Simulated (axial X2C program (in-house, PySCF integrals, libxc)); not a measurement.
Results of a calculation; reference values are marked as such.
## NdC: input and output of an open-shell CI run

Program: an in-house all-electron X2C program for linear molecules (integrals from PySCF).

Input and command:
```json
{"zs": [60, 6], "q": 0, "bas": ["dyall-v3z", "dyall-v3z"], "r0": 2.04, "metal": 0, "shells": [[3, [0, 1, 2, 3], 3], [0, [0], 1], [2, [1, 2], 0]], "fix": 0, "emax": 2.2, "nroots": 4}
```
```bash
python soci.py task.json out
```

Keys: zs atomic numbers; q charge; bas basis sets; r0 starting distance in Å; metal index of the metal atom; shells open shells as [l, |m| values, electrons]; fix electron count of the first shell held; emax energy window in eV; nroots roots for each Ω.

Output at R = 2.008 Å:

```
average of configuration f3 s1 d(πδ)0
basis functions 225  fitting functions 1148
iter      average energy  largest gradient
   1      -9650.847313061   1.81e+01
   2      -9651.841902354   1.41e+01
   3      -9652.515824903   1.11e+01
   4      -9652.942820358   9.36e+00
   5      -9653.563630593   3.00e+00
   6      -9653.641262016   3.25e-01
   7      -9653.651596677   9.18e-02
   8      -9653.655500544   7.77e-02
   9      -9653.656752698   8.09e-02
  10      -9653.657273751   9.31e-02
  11      -9653.657540751   5.96e-02
  12      -9653.657663125   1.67e-02
  13      -9653.657709200   9.36e-03
  14      -9653.657722851   3.38e-03
  15      -9653.657725854   1.37e-03
  16      -9653.657726392   7.72e-04
  17      -9653.657726539   5.35e-04
  18      -9653.657726594   3.17e-04
  19      -9653.657726620   3.61e-04
  20      -9653.657726641   2.18e-04
  21      -9653.657726663   1.64e-04
  22      -9653.657726683   1.71e-04
  23      -9653.657726697   7.74e-05
  24      -9653.657726706   3.87e-05
  25      -9653.657726709   6.36e-05
  26      -9653.657726711   4.32e-05
  27      -9653.657726711   2.75e-05
  28      -9653.657726711   9.27e-06
converged
CI levels
2*Omega        energy/Eh    cm-1   g(par)  dipole/D  leading shell counts
    8     -9653.80022703        0   4.928   -3.306  {'3 1 0': 0.999}
    6     -9653.79983370       86   3.199   -3.330  {'3 1 0': 0.999}
    0     -9653.79902973      263   0.000   -3.315  {'3 1 0': 0.999}
    2     -9653.79881052      311   1.712   -3.310  {'3 1 0': 0.999}
    4     -9653.79866944      342   2.567   -3.309  {'3 1 0': 0.999}
   10     -9653.79810194      466   8.787   -3.197  {'3 1 0': 0.999}
    8     -9653.79755375      587   6.703   -3.231  {'3 1 0': 0.999}
    6     -9653.79638921      842   5.587   -3.247  {'3 1 0': 0.999}
    0     -9653.79627748      867   0.000   -3.260  {'3 1 0': 0.999}
    2     -9653.79614047      897   1.557   -3.262  {'3 1 0': 0.999}
    4     -9653.79607776      911   3.607   -3.265  {'3 1 0': 0.999}
   12     -9653.79091504     2044  12.800   -3.240  {'3 1 0': 0.999}
   10     -9653.79045434     2145  10.368   -3.281  {'3 1 0': 0.998}
   10     -9653.79021821     2197   8.633   -3.225  {'3 1 0': 0.999}
    8     -9653.79010367     2222   6.488   -3.274  {'3 1 0': 0.999}
    8     -9653.78905482     2452   8.781   -3.298  {'3 1 0': 0.998}
    6     -9653.78860691     2550   5.371   -3.306  {'3 1 0': 0.999}
    4     -9653.78813131     2655   4.281   -3.334  {'3 1 0': 0.999}
    0     -9653.78810326     2661   0.000   -3.329  {'3 1 0': 0.999}
    2     -9653.78810020     2662   2.469   -3.324  {'3 1 0': 0.999}
    6     -9653.78805912     2671   6.321   -3.241  {'3 1 0': 0.998}
    0     -9653.78803763     2675   0.000   -3.262  {'3 1 0': 0.998}
    2     -9653.78785263     2716   1.473   -3.255  {'3 1 0': 0.998}
    4     -9653.78764187     2762   3.594   -3.221  {'3 1 0': 0.998}
   14     -9653.78288369     3806  16.502   -3.275  {'3 1 0': 0.999}
   12     -9653.78247350     3896  13.863   -3.336  {'3 1 0': 0.999}
   10     -9653.78122972     4169  11.129   -3.337  {'3 1 0': 0.999}
   12     -9653.78056621     4315  12.449   -3.200  {'3 1 0': 0.999}
    0     -9653.77919163     4617   0.000   -3.391  {'3 1 0': 0.999}
    0     -9653.77722190     5049   0.000   -3.260  {'3 1 0': 0.997}
   14     -9653.77432941     5684  17.434   -3.391  {'3 1 0': 0.999}
   16     -9653.77427557     5696  19.980   -3.306  {'3 1 0': 0.999}
   12     -9653.77253003     6079  14.787   -3.383  {'3 1 0': 0.999}
   14     -9653.77069191     6482  16.016   -3.190  {'3 1 0': 0.999}
    0     -9653.77002117     6629   0.000   -3.449  {'3 1 0': 0.999}
    0     -9653.76654809     7392   0.000   -3.277  {'3 1 0': 0.996}
   14     -9653.75622528     9657  13.185   -7.635  {'3 0 1': 1.0}
   16     -9653.74961760    11107  17.007   -7.602  {'3 0 1': 1.0}
   16     -9653.74272628    12620  19.004   -8.017  {'3 0 1': 0.998}
   18     -9653.74204823    12769  20.610   -7.588  {'3 0 1': 1.0}
   16     -9653.74037732    13135  18.129   -7.837  {'3 0 1': 0.999}
   20     -9653.73362747    14617  23.990   -7.592  {'3 0 1': 1.0}
   18     -9653.73334745    14678  21.362   -7.660  {'3 0 1': 0.999}
```

Dipoles in the output refer to the first atom as origin.

Dynamic correlation is missing, so gaps between terms are too wide and other configurations may lie lower; the lowest level listed is that of this model, not necessarily the ground state. At most 4 roots were kept for each Ω > 0 (twice that for Ω = 0) within 2.2 eV of the lowest, so higher up levels can be missing between those listed; levels with Ω > 0 are doubly degenerate and listed once, Ω = 0 levels singly. Some active spinors are only partly of the character that their shell is named for, so the shell names and counts are nominal. States that fill the shells left empty in the average are placed too high. Along the bond the averaged SCF switches between close solutions, so this one may not be the lowest.
